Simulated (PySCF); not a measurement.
C2H3F2GaO2. Atoms are numbered in the order given.

```xyz
10

Ga    -0.0014     0.7554     0.0000
F      1.4962     1.6460     0.0000
F     -1.5232     1.6046     0.0000
O      0.0170    -0.9058     1.0859
C      0.0213    -1.5770     0.0000
C     -0.0019    -3.0685     0.0000
O      0.0170    -0.9058    -1.0859
H      0.4778    -3.4569    -0.9068
H      0.4778    -3.4569     0.9068
H     -1.0559    -3.3920     0.0000
```

Geometry: B3LYP-D3(BJ)/def2-SVP. One conformer was computed; it need not be the lowest.

Level of theory: PySCF with CAM-B3LYP/def2-TZVP.

Symmetry labels are those of the subgroup Cs that the program uses (full group Cs).

**Question.** List the valence orbital energies around the gap with their symmetry. (An estimate is asked for; the answer gives what the named calculation found.)

**Answer.** 
```tsv
orbital	symmetry	energy (eV)
HOMO−7	A'	-13.33
HOMO−6	A'	-13.28
HOMO−5	A"	-13.10
HOMO−4	A"	-12.71
HOMO−3	A'	-12.57
HOMO−2	A'	-12.13
HOMO−1	A"	-11.58
HOMO	A"	-11.32
LUMO	A'	-0.01
LUMO+1	A'	0.02
LUMO+2	A'	1.63
LUMO+3	A"	1.64
```
